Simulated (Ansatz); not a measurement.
Cost and result for the atomization energy of `N[Si@H](F)[Si@@H](N)F` (12 atoms, 11 bonds).

Cartesian coordinates in Å:
```
N 1.566 1.114 -0.576
Si -0.129 1.082 -0.746
F -0.655 1.300 -2.252
Si -0.810 -1.031 0.002
N -0.602 -1.068 1.688
F 0.118 -2.087 -0.795
H 2.129 0.340 -0.893
H 2.086 1.977 -0.580
H -0.662 2.231 0.028
H -2.208 -1.440 -0.278
H 0.203 -0.655 2.129
H -1.037 -1.763 2.272
```

Charge 0, multiplicity 1. Geometry: relaxed with PBE0-D4/def2-TZVP. It is one conformer, not always the lowest. Program: Ansatz. All runs use 2 threads of an AMD EPYC 7R13 on a shared host and a share of an NVIDIA H100 80 GB. Times are those of one run each, without the atoms' runs, and a repeat can differ threefold. Electronic energies, without spin–orbit coupling; frozen cores. CCSD(T)/CBS adds CCSD(T) − MP2 in def2-TZVPP to the MP2 limit, and its time is that of the two runs behind it. T1 = 0.012. B3LYP takes the VWN-RPA correlation (the form of Gaussian; ORCA's B3LYP/G).

CCSD(T)/CBS is a level of theory with its own doubt, some kJ/mol a heavy atom from the limit and from the frozen cores, so smaller differences don't rank the functionals.

| level | functions | wall time | atomization (kJ/mol) | difference from CCSD(T)/CBS | per bond |
| --- | --- | --- | --- | --- | --- |
| PBE0-D4/def2-TZVPP | 292 | 2.2 s | 4330.8 | -61.5 | -5.6 |
| PBE-D4/def2-TZVPP (with forces) | 292 | 2.6 s | 4423.2 | 30.9 | 2.8 |
| B3LYP-D4/def2-TZVPP (with forces) | 292 | 2.9 s | 4376.8 | -15.5 | -1.4 |
| r2SCAN-D4/def2-TZVPP (with forces) | 292 | 3.1 s | 4355.9 | -36.4 | -3.3 |
| B2PLYP/def2-TZVPP | 292 | 3.1 s | 4326.9 | -65.4 | -5.9 |
| ωB97X-V/def2-TZVPP | 292 | 3.7 s | 4406.0 | 13.7 | 1.3 |
| MP2/def2-QZVPP | 548 | 3.9 s | 4416.2 | 23.9 | 2.2 |
| ωB97M-V/def2-TZVPP (with forces) | 292 | 4.8 s | 4391.2 | -1.1 | -0.1 |
| CCSD(T)/def2-TZVPP | 292 | 8 s | 4238.9 | -153.4 | -13.9 |
| CCSD(T)/CBS(def2) | – | 12 s | 4392.3 | 0.0 | 0.0 |

The D4 term adds +43.6 kJ/mol with B3LYP and +23.1 kJ/mol with PBE0; it sums over pairs of atoms, weighted by their polarisabilities, and B3LYP, whose exchange is more repulsive, gets the larger term. From PBE to PBE0 (25 % exact exchange), in def2-TZVPP and without D4, the atomization energy moves by −88.5 kJ/mol: exact exchange takes away binding that semilocal exchange gives to molecules. In def2-TZVPP, CCSD(T) changes the Hartree–Fock value by +1140.5 kJ/mol (the triples alone add +62.3 kJ/mol) and MP2 by +1224.6 kJ/mol; breaking electron pairs costs correlation energy, which Hartree–Fock lacks.
